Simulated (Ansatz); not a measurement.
`[OH][Nb](=[S])([Cl])[Cl]` + HCl → `[S]=[Nb]([Cl])([Cl])[Cl]` + H₂O  (ligand exchange at the Nb–O bond)

Isolated molecules relaxed with PBE0-D4/def2-TZVP in Ansatz; ΔE leaves out vibrations. CBS: MP2 limit from def2 TZ/QZ plus the TZ coupled-cluster correction, frozen cores. This one scheme is used for every species. DFT in def2-TZVPP. def2 core potentials past Kr. For Nb outer-core shells are correlated without core-valence functions, which leaves a few kJ/mol of doubt a bond. Each species was taken in one conformer, which may not be the lowest.

CCSD(T)/CBS gives -4.8 kcal/mol.

Question: Another level gave -5.9 kcal/mol. Which?
A. SCS-MP2/def2-TZVPP
B. ωB97X-V/def2-TZVPP
C. LC-ωPBE/def2-TZVPP
D. r2SCAN-D4/def2-TZVPP

Answer: A. SCS-MP2/def2-TZVPP -5.9, r2SCAN-D4 -3.2, LC-ωPBE -0.3, ωB97X-V -1.4 kcal/mol.

Largest T1 diagnostic among the species: 0.022, so the coupled-cluster value is less sure than usual.

In def2-TZVPP, CCSD(T) changes the Hartree–Fock value by −1.9 kcal/mol (the triples alone add −0.8 kcal/mol) and MP2 by −5.8 kcal/mol. The D4 term adds −0.8 kcal/mol with B3LYP and −0.4 kcal/mol with PBE0; it sums over pairs of atoms, weighted by their polarisabilities, and B3LYP, whose exchange is more repulsive, gets the larger term.

B3LYP here is the variant with VWN-RPA as its local correlation; programs differ in this.
